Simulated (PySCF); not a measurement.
# Correlation energy of Pb⁵⁴⁺ (lead, charge +54)

Starting occupation: [Ar] 3d10. Calculation: PySCF 2.14, in an uncontracted even-tempered set (17 s from 5.3 bohr⁻², ratio 2.6; 15 p from 6.9 bohr⁻², ratio 2.6; 10 d from 6.9 bohr⁻², ratio 2.6; 5 f from 7.1 bohr⁻², ratio 2.8); X2C-1e with screened-nucleus spin-orbit coupling, Gaussian nucleus. Frozen: [Ar]; 10 electrons correlated; the 96 highest virtual spinors left out.

MP2 pair energies summed by pair of shells (mhartree):

```csv
pair,energy,share (%)
3d3/2-3d5/2,-189.91,49.6
3d5/2-3d5/2,-134.54,35.2
3d3/2-3d3/2,-58.23,15.2
```

Total MP2 correlation energy: -382.68 mhartree.

The virtual space was cut to 70 spinors, which keep -378.28 of the -382.68 mhartree of MP2 correlation.

```tsv
level	correlation energy (mhartree)
CCSD	-375.17
(T)	-0.12
CCSD(T)	-375.29
```

Diagnostics: T1 = 3.9e-05, largest double amplitude 0.004.

**Question.** Is a single reference adequate?

**Answer.** Yes: T1 lies below 0.03 and no double amplitude reaches 0.07.

At this charge the one-electron X2C treatment keeps the bare 1/r₁₂, with no two-electron picture change or Breit term. The effect here is smaller than on the frozen 1s shell.
